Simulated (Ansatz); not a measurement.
Ideal-gas functions of CH2BF3, SMILES `BC(F)(F)F` at 600 K and 1 bar, from an Ansatz frequency run at PBE0-D4/def2-TZVP.

Molar mass 81.83 g/mol, point group Cs (symmetry number 1), electronic degeneracy 1, moments of inertia 89.086, 95.556, 98.73 u Å². Harmonic wavenumbers (cm⁻¹, unscaled): 125, 224, 316, 506, 522, 576, 811, 834, 1003, 1105, 1181, 1186, 1344, 2643, 2752.

Use S(trans) = R[1.5 ln M + 2.5 ln T − 1.1517]; rotational temperatures θ = 24.2544 K / I; S(rot) = R[ln(√π/σ · √(T³/θAθBθC)) + 1.5]; for each mode x = 1.438777 ν̃/T, S = R[x/(eˣ − 1) − ln(1 − e⁻ˣ)] and H = RT x/(eˣ − 1); 1 cm⁻¹ = 0.0119627 kJ/mol; R = 8.31446 J/(mol·K).

By hand: the entropy, in J/(mol·K).

Translation 178.3. Rotation: θ = 0.2723, 0.2538, 0.2457 K, giving 114.0. Vibration, mode by mode: 18.36, 13.58, 10.82, 7.20, 6.97, 6.26, 3.98, 3.81, 2.77, 2.28, 1.98, 1.96, 1.45, 0.11, 0.09, in all 81.6. Electronic 0.0. Sum 373.9 J/(mol·K).

By hand: H − E and G − E in kJ/mol, counted from the electronic energy.

Zero-point energy ½ × 15128 × 0.0119627 = 90.5; thermal vibration 26.7; translation, rotation and pV give 4 RT = 20.0. H − E = 137.2 kJ/mol, and G − E = 137.2 − 600 × 373.9/1000 = -87.1 kJ/mol.

Vibration gives 22 % of the entropy, 18.4 J/(mol·K) of it from the mode under 150 cm⁻¹: soft modes count most, and the harmonic formula is weakest for them.
